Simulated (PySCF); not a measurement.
# Simulated characterisation data

[PySCF: geometry: GFN2-xTB; shielding tensors at PBE0/pcSseg-1 (GIAO); rapidly exchanging positions averaged; a single conformation; no solvent; non-relativistic]

Referencing at the same level of theory: 1H (σ = 31.72 ppm) and 13C (σ = 186.93 ppm) against TMS. Splittings of carbon signals by F and P are missing where no couplings were computed. Where no couplings were computed, multiplicities follow the n + 1 count of equivalent neighbours, and m marks all less simple cases (inequivalent or close neighbours, rings, F or P nearby). Shifts are as computed. Against solution values, carbons near 30 ppm lie about +3 ppm off and those near 130 ppm about +5 ppm. Of 1211 compounds with measured shifts, 218 miss one by over three times the rms of a fit or turn the order of signals round; such compounds aren't used in these exercises.

Compound 1 (C2H6F2OSi3). 1H NMR (400 MHz, computed): δ 5.96 (m, 2H), 5.93 (m, 1H), 5.87 (m, 2H), 5.57 (m, 1H). 13C{1H} NMR (computed): δ 177.5, 115.7. Structure: `C=C(F)[Si]1(F)[SiH2]O[SiH2]1`.

Compound 2 (C6H9N3). 1H NMR (400 MHz, computed): δ 8.61 (s, 1H), 3.27 (q, 2H), 2.89 (s, 3H), 1.47 (t, 3H). 13C{1H} NMR (computed): δ 176.0, 161.4, 153.9, 36.5, 22.0, 18.7. Structure: `N1=C(C)C=NC(CC)=N1`.
